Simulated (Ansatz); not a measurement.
Gas-phase electronic energies from Ansatz, PBE0-D4/def2-TZVP geometries. CBS: MP2 limit from def2 TZ/QZ plus the TZ coupled-cluster correction, frozen cores. This one scheme is used for every species. DFT in def2-TZVPP. Each species was taken in one conformer, which may not be the lowest.

Consider the silylene formation by 1,1-elimination: `O[SiH](O)O` → H₂O + `O[Si]O`.

```
     species  BHLYP energy (Eh)
`O[SiH](O)O`         -517.74198
         H₂O          -76.42312
    `O[Si]O`         -441.22004
```

Task: Work out ΔE.

Result: ΔE = (-76.42312) + (-441.22004) − (-517.74198) = 0.09882 Eh = +2.69 eV. CCSD(T)/CBS gives +2.59 eV.

Largest T1 diagnostic among the species: 0.015.

From r2SCAN to r2SCAN0 (25 % exact exchange), in def2-TZVPP and without D4, ΔE moves by +0.09 eV. Leaving LDA and LC-ωPBE aside and taking each functional with its dispersion term where it has one, the values, not all of them listed here, spread over 0.52 eV, from BLYP-D4 to r2SCAN0-D4. LDA lies +0.35 eV from PBE without D4.
